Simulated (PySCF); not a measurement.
O2Se, charge -1, multiplicity 2. Atoms are numbered in the order given.

```xyz
3

O      0.0000    -1.4103    -0.6403
Se     0.0000     0.0000     0.3013
O      0.0000     1.4103    -0.6403
```
Charge -1, spin multiplicity 2.

Geometry optimised at B3LYP-D3(BJ)/def2-SVPD. The multiplicity is an assumed one; other spin states were not compared.

Calculation: CAM-B3LYP/def2-TZVPD (PySCF).

The molecule is in vacuum.

- total energy = -2552.15616 hartree
- point group = C2v
- α spin, highest occupied and lowest empty level = -1.42 and 4.17 eV
- β spin, highest occupied and lowest empty level = -3.19 and 3.91 eV
- dipole moment about the centre of nuclear charge = 3.27 D
- mean static polarisability = 50.1 bohr³ (7.42 Å³)
- polarisability, principal values = 41.1, 47.3, 61.9 bohr³
- ⟨S²⟩ = 0.758 (pure state 0.75)
